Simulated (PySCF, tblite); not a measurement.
Isomers of C4H7NS2Si. Method: GFN2-xTB as coded in tblite; computed harmonic values from a numerical Hessian at the method's own geometry, unscaled. Errors from tens to a few hundred cm⁻¹ against measured bands are possible. Modes of hydrogen on silicon can be 10 to 20 % off. One conformer each.

Electronic energies: PBE0/pcSseg-1 single points on the GFN2-xTB geometries (PySCF, gas phase).

```json
{"SMILES": "N#C[C@@H]1S[C@@H]1CS[SiH3]", "electronic energy, lowest = 0 (kJ/mol)": "49.0"}
{"SMILES": "N#C[C@@H]1S[C@H]1CS[SiH3]", "electronic energy, lowest = 0 (kJ/mol)": "46.8"}
{"SMILES": "C=CS[SiH2]SCC#N", "electronic energy, lowest = 0 (kJ/mol)": "0.0"}
```

**Question.** How do GFN2-xTB zero-point energies change the relative energies?

**Answer.** 
```json
{"SMILES": "C=CS[SiH2]SCC#N", "ZPE (kJ/mol)": "254.8", "of it from modes above 1550 cm⁻¹": "143.4", "electronic (kJ/mol)": "0.0", "with ZPE, lowest = 0 (kJ/mol)": "0.0", "lowest mode (cm⁻¹)": "28", "rings": "0"}
{"SMILES": "N#C[C@@H]1S[C@H]1CS[SiH3]", "ZPE (kJ/mol)": "252.0", "of it from modes above 1550 cm⁻¹": "128.0", "electronic (kJ/mol)": "46.8", "with ZPE, lowest = 0 (kJ/mol)": "44.0", "lowest mode (cm⁻¹)": "17", "rings": "1"}
{"SMILES": "N#C[C@@H]1S[C@@H]1CS[SiH3]", "ZPE (kJ/mol)": "252.6", "of it from modes above 1550 cm⁻¹": "128.3", "electronic (kJ/mol)": "49.0", "with ZPE, lowest = 0 (kJ/mol)": "46.8", "lowest mode (cm⁻¹)": "32", "rings": "1"}
```

The zero-point energies span 2.8 kJ/mol, from `N#C[C@@H]1S[C@H]1CS[SiH3]` to `C=CS[SiH2]SCC#N`. The order is unchanged.

**Question.** And how do the electronic energies of GFN2-xTB itself compare?

**Answer.** `C=CS[SiH2]SCC#N` 0.0; `N#C[C@@H]1S[C@H]1CS[SiH3]` 8.1; `N#C[C@@H]1S[C@@H]1CS[SiH3]` 2.1 kJ/mol, lowest = 0. Against the energies above, taken from the same isomer `C=CS[SiH2]SCC#N`, the largest difference is 46.9 kJ/mol.
